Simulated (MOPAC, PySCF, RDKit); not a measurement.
Pair of molecules: C2H2 (SMILES C#C) (first 4 atoms) with CH4O (SMILES CO); geometry from B3LYP-D3(BJ)/def2-TZVP, rigid monomers moved along the line of their centres of mass till C2···H10 is 2.72 Å.
(charge 0, multiplicity 1):
```xyz
10

C      0.34100     0.38004     0.13680
C     -0.40150    -0.53759     0.33835
H      0.99741     1.19485    -0.05179
H     -1.05680    -1.35444     0.52285
C      0.06430     0.27470     4.41005
O      0.82489    -0.70940     3.72899
H      0.48980     1.27862     4.29705
H      0.07714     0.01502     5.46815
H     -0.97829     0.29921     4.07301
H      0.78856    -0.51982     2.78364
```

Interaction energies are E(AB) − E(A) − E(B) at the monomers' geometry in the complex; basis-set methods are counterpoise corrected. Rows marked so take none. RDKit's UFF carries no charges.

Rows in 6-31G* carry no dispersion term and start afresh at each structure (6-31G* with six Cartesian d functions). The state reached by PM3 isn't checked.

Codes used: MOPAC for PM3 (differences of heats of formation); PySCF for 6-31G* rows; RDKit for the force fields. Each number belongs to the level named beside it.

Problem. What is the computed interaction energy (UFF)?

Solution. -0.2 kcal/mol

Problem. What is the computed interaction energy (M06-2X/6-31G* (no counterpoise))?

Solution. -3.1 kcal/mol

Problem. What is the computed interaction energy (PM3)?

Solution. -1.0 kcal/mol
